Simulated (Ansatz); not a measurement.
Start from `C[NH][SnH]([Cl])[Cl]` and change one atom or group to get `[Cl][SnH]([Cl])[Br]`.

Ansatz, PBE0-D4/def2-TZVP geometries, multiplicity 1. Each molecule was computed in one conformer, which needn't be the lowest.

Elements past krypton have def2 core potentials. Scalar relativity is left out up to krypton.

```csv
property,`C[NH][SnH]([Cl])[Cl]`
zero-point energy (PBE0-D4/def2-TZVP) / kJ/mol,166.2
HOMO energy (PBE/def2-TZVPP) / eV,-6.00
LUMO energy (PBE0/def2-TZVPP) / eV,-1.35
HOMO–LUMO gap (PBE0/def2-TZVPP) / eV,6.02
"ideal-gas entropy at 298 K and 1 bar (rigid rotor, harmonic PBE0-D4/def2-TZVP) / J/(mol·K)",394
HOMO–LUMO gap (PBE/def2-TZVPP) / eV,3.71
```

(1) Give the same properties after the change, and the shifts. (Best estimate.)

## Answers

(1) Computed: 
| property | `[Cl][SnH]([Cl])[Br]` | shift |
| --- | --- | --- |
| zero-point energy (PBE0-D4/def2-TZVP) / kJ/mol | 26.6 | -139.6 |
| HOMO energy (PBE/def2-TZVPP) / eV | -7.65 | -1.65 |
| LUMO energy (PBE0/def2-TZVPP) / eV | -2.39 | -1.04 |
| HOMO–LUMO gap (PBE0/def2-TZVPP) / eV | 6.59 | 0.57 |
| ideal-gas entropy at 298 K and 1 bar (rigid rotor, harmonic PBE0-D4/def2-TZVP) / J/(mol·K) | 366 | -28 |
| HOMO–LUMO gap (PBE/def2-TZVPP) / eV | 4.37 | 0.66 |

With PBE0 the HOMO falls by 1.61 eV and the LUMO falls by 1.04 eV, so the gap widens by about 0.57 eV. PBE moves the HOMO by -1.65 eV and ωB97M-V by -1.51 eV. The zero-point energy changes by -139.6 kJ/mol with -15 modes. Modes under 60 cm⁻¹, often nearly free rotors, make the harmonic entropy too high.

Spin–orbit coupling is left out; it splits and shifts lone-pair levels of the heavy atoms by tenths of an eV.
